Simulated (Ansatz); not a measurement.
Job for Ansatz (a program for electronic structure): U-CCSD(T)/cc-pV(D+d)Z on CH4Si (SMILES C[SiH]), a point of a bond scan (R = 2.507 Å). Files ending in .json are basis or fitting sets from the Basis Set Exchange.

Ansatz 0.2 input:
```yaml
crystal:
  periodic: [false, false, false]
  atoms:
    - {symbol: Si, position_ang: [-0.44283511, -0.33733196, 0.51775234]}
    - {symbol: H, position_ang: [-1.42990117, -0.70043934, -0.59087342]}
    - {symbol: C, position_ang: [0.77076815, 0.54410571, -0.65073574]}
    - {symbol: H, position_ang: [2.78634194, 1.47445318, 0.51378722]}
    - {symbol: H, position_ang: [0.25620507, 1.35865472, -1.17489853]}
    - {symbol: H, position_ang: [1.10167411, -0.14880677, -1.43392500]}
basis:
  gaussian:
    orbitals: cc-pV_D+d_Z.json
correlation: {method: ccsd_t, electrons: outside_noble_gas}
scf: {omitted_lower_state_checks: [cluster_reference]}
magnetization: {spin_polarized: true, initial_magnetization: 0}
```

It printed:

```
WARN ansatz: RAYON_NUM_THREADS=1 ignored (pool sized by the plan → 1); use --threads N
Functional definition: HF
these checks for a lower state are left out or cut short: cluster_reference
integrals: 0.04 GiB planned
563 factors; integrals over basis functions are off by at most 1.2e-3 eV
mean field: 0.12 GiB planned
mean field evaluation 1: about -8946.5295 eV, gradient 1.5e1 eV
mean field evaluation 2: about -8946.5609 eV, gradient 1.5e1 eV
mean field evaluation 4: about -8948.5143 eV, gradient 2.0e0 eV
mean field evaluation 8: about -8948.5973 eV, gradient 1.7e-1 eV
mean field evaluation 16: about -8949.0564 eV, gradient 2.9e0 eV
mean field evaluation 32: about -8948.0976 eV, gradient 1.0e1 eV
mean field evaluation 64: about -8950.6947 eV, gradient 3.5e-5 eV
mean field evaluation 96: about -8948.5983 eV, gradient 2.4e-6 eV
mean field evaluation 128: about -8949.7215 eV, gradient 1.1e-2 eV
mean field evaluation 160: about -8950.6947 eV, gradient 2.7e-4 eV
mean field -8950.80100881 eV, -328.9358700030 hartree, gradient 3.1e-6 eV, S^2 1.328506; 12 other end points of the search recorded, 0 dependent functions left out
6 core orbitals not correlated
reference -8950.80100881 eV, -328.9358700030 hartree; 6, 6 occupied and 45, 45 virtual orbitals, 563 factors
second order -5.19570411 eV of doubles, -0.00000000 eV of singles
coupled cluster: 0.15 GiB planned
cycle   1  -5.91927553 eV  change   -7.2e-1 eV  update   7.7e-2
cycle   2  -6.23700958 eV  change   -3.2e-1 eV  update   4.4e-2
cycle   3  -6.31366357 eV  change   -7.7e-2 eV  update   3.3e-2
cycle   4  -6.37940380 eV  change   -6.6e-2 eV  update   2.7e-2
cycle   5  -6.47512169 eV  change   -9.6e-2 eV  update   2.0e-2
cycle   6  -6.50548280 eV  change   -3.0e-2 eV  update   1.1e-2
cycle   7  -6.51902288 eV  change   -1.4e-2 eV  update   6.6e-3
cycle   8  -6.52664756 eV  change   -7.6e-3 eV  update   4.6e-3
cycle   9  -6.52786809 eV  change   -1.2e-3 eV  update   3.6e-3
cycle  10  -6.53152190 eV  change   -3.7e-3 eV  update   3.1e-3
cycle  11  -6.54146359 eV  change   -9.9e-3 eV  update   2.5e-3
cycle  12  -6.54551914 eV  change   -4.1e-3 eV  update   1.5e-3
cycle  13  -6.54643939 eV  change   -9.2e-4 eV  update   9.3e-4
cycle  14  -6.54672240 eV  change   -2.8e-4 eV  update   4.8e-4
cycle  15  -6.54696527 eV  change   -2.4e-4 eV  update   2.3e-4
cycle  16  -6.54703899 eV  change   -7.4e-5 eV  update   1.1e-4
cycle  17  -6.54704744 eV  change   -8.5e-6 eV  update   6.0e-5
cycle  18  -6.54705944 eV  change   -1.2e-5 eV  update   2.5e-5
cycle  19  -6.54706743 eV  change   -8.0e-6 eV  update   1.4e-5
coupled cluster: 0.15 GiB planned
perturbative correction -0.23617141 eV, -0.0086791393 hartree
Total energy: -8957.58424765 eV, -329.1851494324 hartree
Checks for a lower state left out: cluster_reference
```

Self-consistency was reached. Its determinant has ⟨S²⟩ = 1.33, a mixture of spin states.

Cost: about 8 core-seconds (a rough figure).
